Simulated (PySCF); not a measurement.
HfOBr + HF → HfOF + HBr

Level: PBE0 in the def2-TZVP basis family, computed in PySCF with density fitting; scalar-relativistic core potentials for atoms from Rb on, none lighter, no spin–orbit coupling; open shells unrestricted.

```
species                                       state and structure       E (Eh)  ZPE (kJ/mol)  H(298 K) − H(0) (kJ/mol)  S° (J/(mol K))
  HfOBr  doublet, Cs, Hf–Br 2.510 Å, Hf–O 1.735 Å; Br–Hf–O 111.2°  -2697.11430           8.2                      13.0           316.5
     HF                                 singlet, C∞v, H–F 0.920 Å   -100.39188          24.9                       8.7           173.6
   HfOF    doublet, Cs, Hf–F 1.908 Å, Hf–O 1.742 Å; F–Hf–O 109.2°   -223.05156          10.8                      11.8           292.6
    HBr                                singlet, C∞v, H–Br 1.421 Å  -2574.45811          16.0                       8.7           198.5
```

What is the electronic reaction energy?

At PBE0/def2-TZVP, ΔE = -9.2 kJ/mol from the differences of the total energies times 2625.5, downhill. Ligand exchange with HF takes part in thermal etching.

Add zero-point, thermal and entropy terms for 298.15 K and 1 bar.

ΔZPE = -6.3 and Δ[H(298) − H(0)] = -1.2 kJ/mol give ΔH° = -16.7 kJ/mol. ΔS° = 1.0 J/(mol K), so ΔG° = -16.7 − 298.15 × (0.0010) = -17 kJ/mol and log₁₀K = 3.0.

Spin–orbit coupling can matter for HfOBr, HfOF and is left out. Open d or f shells are single determinants, so the state found may not be the ground state. Only the bonding shown was studied: isomers, or loss of a ligand pair, can lie lower.
